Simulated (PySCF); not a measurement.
**Frontier orbitals and the lowest excitations**

Compound: C2H5F3GeO.
Structure used (PBE0-D3(BJ)/def2-SVP), in Å, numbered top down from 1:
```
atom  x, y, z in Å
C1     1.915   -0.304    0.098
O2     1.087    0.654   -0.507
Ge3   -0.484    1.072    0.193
C4    -1.678   -0.544    0.073
F5    -2.041   -0.981    1.286
F6    -1.066   -1.560   -0.549
F7    -2.801   -0.278   -0.605
H8     2.165   -0.047    1.145
H9     1.465   -1.313    0.088
H10    2.857   -0.349   -0.470
H11   -1.049    2.193   -0.678
H12   -0.327    1.430    1.683
```

Method used: TDDFT CAM-B3LYP/def2-SVPD, vertical, gas phase, core orbitals frozen in the response in PySCF. Relativistic effects, spin–orbit coupling among them, are left out although an element past zinc is present.

Frontier orbitals with the atoms that hold most of them (Löwdin shares over 4%, at most four atoms; ? is withheld):

```json
{"orbital": "LUMO+2", "ε (eV)": "1.41", "atoms": "Ge3 36%, H12 13%, C4 12%, O2 11%"}
{"orbital": "LUMO+1", "ε (eV)": "0.95", "atoms": "Ge3 45%, H11 14%, H12 13%, C4 5%"}
{"orbital": "LUMO", "ε (eV)": "0.58", "atoms": "?"}
{"orbital": "HOMO", "ε (eV)": "-9.68", "atoms": "O2 54%, C1 13%, Ge3 7%, H9 6%"}
{"orbital": "HOMO-1", "ε (eV)": "-10.38", "atoms": "?"}
{"orbital": "HOMO-2", "ε (eV)": "-11.35", "atoms": "Ge3 20%, C4 16%, F6 12%, O2 11%"}
{"orbital": "HOMO-3", "ε (eV)": "-11.80", "atoms": "Ge3 35%, H11 24%, H12 17%, C1 8%"}
```

(1) Give the leading atoms of the LUMO.

(2) Which atoms hold the HOMO-1, and with what shares?

(3) How does S1 compare with the orbital gap of 10.27 eV?

(4) Give energy, strength and leading configuration of S1, S2 and S3, and follow the Löwdin shares of the leading atoms from the occupied to the empty orbital.

Results:

(1) Ge3 (bonded to C, O and 2 H) 38%; O2 (bonded to C and Ge) 11%; H12 (bonded to Ge) 11%; H11 (bonded to Ge) 9%. By element: germanium 38%, hydrogen 20% or more, oxygen 11%.

(2) O2 (bonded to C and Ge) 51%; C1 (bonded to O and 3 H) 15%; Ge3 (bonded to C, O and 2 H) 9%; H10 (bonded to C) 7%.

(3) S1 is at 6.72 eV (f = 0.0005), 3.55 eV below the gap, made of HOMO→LUMO (92%). Without the coupling terms of the response equations the lowest excitation would equal the gap.

(4) 
- S1 (6.72 eV, f 0.0005), HOMO→LUMO (92%): O2 54% → 11%, C1 13% → at most 10%, Ge3 7% → 38%
- S2 (7.53 eV, f 0.022), HOMO-1→LUMO (88%): O2 51% → 11%, C1 15% → at most 10%, Ge3 9% → 38%
- S3 (7.82 eV, f 0.034), HOMO→LUMO+1 (83%): O2 54% → at most 6%, C1 13% → at most 6%, Ge3 7% → 45%, H11 at most 7% → 14%

One conformer stands for the species.

Without π bonds the low states are Rydberg-like; a valence basis with one diffuse set may place them up to an eV too high.
